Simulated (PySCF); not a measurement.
Choosing a molecule for a target property.

All species are isolated and taken at one optimised geometry, non-relativistic unless stated; the electronic structure was computed with PySCF and density fitting.

The conformers computed, where there is a choice (atom-mapped SMILES and torsion angles):
- `[N:1]#[C:2][SiH2:3][SiH2:4][SiH2:5][SiH2:6][PH2:7]`: C2–Si3–Si4–Si5 -1°, Si3–Si4–Si5–Si6 53°, Si4–Si5–Si6–P7 10°, H–P7–Si6–Si5 88°, H–P7–Si6–Si5 180°
- `[SiH3:1][CH2:2][SiH2:3][CH:4]([SiH3:5])[SiH3:6]`: Si1–C2–Si3–C4 180°, C2–Si3–C4–Si5 -171°
- `[CH3:1][CH2:2][SiH2:3][SiH:4]([SiH3:5])[SiH3:6]`: C1–C2–Si3–Si4 71°, C2–Si3–Si4–Si5 -162°
- `[CH3:1][Si@@H:2]([SiH3:3])[Si@@H:4]([CH3:5])[SiH3:6]`: C1–Si2–Si4–C5 -165°

Question: Wanted: electronic spatial extent ⟨r²⟩ about the centre of nuclear charge between 1900 bohr² and 2100 bohr² (CAM-B3LYP/def2-SVPD) and HOMO–LUMO gap above 9 eV (CAM-B3LYP/def2-SVPD), at GFN2-xTB geometries. Which candidate meets both?
A. `N#C[SiH2][SiH2][SiH2][SiH2]P`
B. `[SiH3]C[SiH2]C([SiH3])[SiH3]`
C. `C[Si@@H]([SiH3])[Si@@H](C)[SiH3]`
D. `CC[SiH2][SiH]([SiH3])[SiH3]`

Answer: D. Computed values:
| species | electronic spatial extent ⟨r²⟩ about the centre of nuclear charge | HOMO–LUMO gap |
| --- | --- | --- |
| C[Si@@H]([SiH3])[Si@@H](C)[SiH3] | 1879 bohr² | 9.27 eV |
| CC[SiH2][SiH]([SiH3])[SiH3] | 1966 bohr² | 9.65 eV |
| N#C[SiH2][SiH2][SiH2][SiH2]P | 2043 bohr² | 8.69 eV |
| [SiH3]C[SiH2]C([SiH3])[SiH3] | 2209 bohr² | 10.41 eV |

Question: Wanted: lowest singlet excitation below 6 eV (TDDFT CAM-B3LYP/def2-SVPD) and HOMO energy above -8.9 eV (CAM-B3LYP/def2-SVPD), at GFN2-xTB geometries. Which candidate meets both?
A. `C[Si@@H]([SiH3])[Si@@H](C)[SiH3]`
B. `CC[SiH2][SiH]([SiH3])[SiH3]`
C. `[SiH3]C[SiH2]C([SiH3])[SiH3]`
D. `N#C[SiH2][SiH2][SiH2][SiH2]P`

Answer: D. Computed values:
| species | lowest singlet excitation | HOMO energy |
| --- | --- | --- |
| N#C[SiH2][SiH2][SiH2][SiH2]P | 5.86 eV | -8.74 eV |
| C[Si@@H]([SiH3])[Si@@H](C)[SiH3] | 6.26 eV | -8.97 eV |
| CC[SiH2][SiH]([SiH3])[SiH3] | 6.54 eV | -9.15 eV |
| [SiH3]C[SiH2]C([SiH3])[SiH3] | 7.50 eV | -9.54 eV |
